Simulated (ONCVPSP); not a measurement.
# Potentials for manganese (Mn) compared

Generated with ld1.x 7.5 (TM, RRKJ, ultrasoft, PAW), atompaw 4.2 or ONCVPSP 4.0.1. The cutoff is in Ry: for ld1.x and atompaw files where the sum of valence levels is converged to 10 mRy in a Bessel basis, for ONCV files where the hardest occupied wave has 1 mHa per electron of residual kinetic energy. The error is the largest all-electron minus pseudo excitation energy over each file’s own four to seven test configurations (ionisations up to +4, promotions, holes and added fractions of an electron), all of which were solved. The labels leave out finer settings (local radius, basis sizes, second energies), which also bear on the numbers. Spin-polarised tests are not counted. The rows are a selection from randomly drawn settings: files with unsolved tests, undetermined cutoffs or missed reference levels are left out.

A true bound ghost makes a file unfit for plane-wave use even where its test errors are small: the radial tests pick states by their node count and pass the ghost by.

```tsv
potential	cutoff (Ry)	largest error (meV)	bound ghosts
ONCV, LDA (Perdew-Wang 92), fully relativistic, rc 1.40/1.40/1.35 (spd), local smoothed, core correction yes, reference 3s2 3p6 3d5 4s2, qcut 10.3/9/9.7, projectors 2/2/2	82	+14	none
ONCV, PBE, scalar-relativistic, rc 2.60/0.95/1.55 (spd), local smoothed, core correction yes, reference 3p6 3d6 4s1, qcut 3.1/10.1/11.8, projectors 2/2/2	99	-359	s
ONCV, LDA (Perdew-Wang 92), scalar-relativistic, rc 1.40/1.15/1.80 (spd), local smoothed, core correction no, reference 3s2 3p6 3d5 4s1, qcut 9.2/14.6/9.2, projectors 2/1/2	78	-108	none
ONCV, PBE, scalar-relativistic, rc 2.40/1.90/2.05 (spd), local smoothed, core correction yes, reference 3d5 4s2, qcut 3.2/4.8/6.1, projectors 2/2/2	80	-237	p
ONCV, PBEsol, scalar-relativistic, rc 1.20/1.15/1.15 (spd), local smoothed, core correction no, reference 3s2 3p6 3d5 4s2, qcut 11.9/14.8/15.1, projectors 3/3/1	153	+6.5	none
ONCV, PBE, fully relativistic, rc 1.40/1.35/1.60 (spd), local smoothed, core correction no, reference 3s2 3p6 3d5 4s2, qcut 11.2/12.7/9.1, projectors 2/2/2	69	+33	s
```

Fill in the row for Mn: ONCV, PBE, scalar-relativistic, rc 2.80/3.05/1.10 (spd), local smoothed, core correction no, reference 3d5 4s2, qcut 2.4/2.2/11.1, projectors 2/1/2.

cutoff 137 Ry, largest error -514 meV, bound ghosts: s.

Fill in the row for Mn: ONCV, LDA (Perdew-Wang 92), scalar-relativistic, rc 1.30/1.40/1.65 (spd), local smoothed, core correction yes, reference 3s2 3p6 3d5 4s1, qcut 9.9/11.4/9.7, projectors 2/2/2.

cutoff 71 Ry, largest error +56 meV, bound ghosts: none.
